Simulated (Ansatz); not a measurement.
Stepwise reaction of `[SH][Sn]([SH])([SH])[SH]` with hydrogen, as a gas-phase model of exchange steps in deposition or etching. ΔE in kJ/mol; ΔG adds harmonic PBE0-D4 terms to CCSD(T)/CBS, at 1 bar.

Gas-phase electronic energies from Ansatz, PBE0-D4/def2-TZVP geometries. CCSD(T)/CBS adds triple-zeta CCSD(T) − MP2 to the extrapolated MP2 energy (def2 sets, frozen cores). This one scheme is used for every species. Functionals use def2-TZVPP. B3LYP here is the variant with VWN-RPA as its local correlation; programs differ in this. Elements past krypton have def2 core potentials. For Sn outer-core shells are correlated without core-valence functions, which leaves a few kJ/mol of doubt a bond. Each species was taken in one conformer, which may not be the lowest.

```json
{"step": "1", "reaction": "`[SH][Sn]([SH])([SH])[SH]` + H₂ → `[SH][SnH]([SH])[SH]` + H₂S", "PBE-D4": "53.7", "B3LYP-D4": "51.5", "ωB97M-V": "44.8", "CCSD(T)/CBS": "51.0", "ΔG(400 K)": "42.1"}
{"step": "2", "reaction": "`[SH][SnH]([SH])[SH]` + H₂ → `[SH][SnH2][SH]` + H₂S", "PBE-D4": "52.8", "B3LYP-D4": "48.8", "ωB97M-V": "44.5", "CCSD(T)/CBS": "51.4", "ΔG(400 K)": "39.6"}
{"step": "3", "reaction": "`[SH][SnH2][SH]` + H₂ → `[SH][SnH3]` + H₂S", "PBE-D4": "48.8", "B3LYP-D4": "45.0", "ωB97M-V": "40.8", "CCSD(T)/CBS": "48.4", "ΔG(400 K)": "46.5"}
{"step": "4", "reaction": "`[SH][SnH3]` + H₂ → `[SnH4]` + H₂S", "PBE-D4": "41.2", "B3LYP-D4": "38.3", "ωB97M-V": "35.6", "CCSD(T)/CBS": "43.5", "ΔG(400 K)": "45.6"}
```

Question: By hand: ΔE of the 4 steps together at CCSD(T)/CBS.

Answer: (51.0) + (51.4) + (48.4) + (43.5) = 194.3 kJ/mol, or 48.6 kJ/mol a step.

In ΔE step 4 is the lowest and step 2 the highest. All are uphill at CCSD(T)/CBS. ΔG lies between 39.6 and 46.5 kJ/mol a step. PBE-D4 differs from CCSD(T)/CBS by -2.3 to 2.7 kJ/mol a step. Isolated molecules leave out the surface, adducts and barriers. Largest T1 diagnostic: 0.013.
